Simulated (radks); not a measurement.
Problem. The mean radii <r> (bohr) of the occupied orbitals of an atom or ion are listed with their occupations. Method: scalar-relativistic Kohn-Sham, LDA (Slater exchange, Perdew-Wang correlation), spin-polarised, spherical densities, point nucleus; computed with a radial shooting solver on a logarithmic mesh with Libxc functionals.

| orbital | occ. | <r> |
|---|---|---|
| 1s down | 1 | 0.07320 |
| 1s up | 1 | 0.07320 |
| 2s up | 1 | 0.3446 |
| 2s down | 1 | 0.3445 |
| 2p up | 3 | 0.3083 |
| 2p down | 3 | 0.3081 |
| 3s up | 1 | 1.077 |
| 3s down | 1 | 1.077 |
| 3p up | 3 | 1.171 |
| 3p down | 3 | 1.171 |
| 4s up | 1 | 3.649 |
| 4s down | 1 | 3.737 |
| 3d up | 1 | 1.829 |

Name the element and its charge. Open shells, if any, are filled with parallel spins first.

Solution. Z = 21, scandium, charge 0: Sc in [Ar] 3d1 4s2. The 1s radius gives Z: for a bare nucleus <r> = (2 gamma + 1)/(2Z) with gamma = sqrt(1 - (Z/c)^2), 0.07087 bohr for Z = 21, and screening makes it slightly larger (0.07320 here). The occupations add up to 21, and the charge is Z minus that.
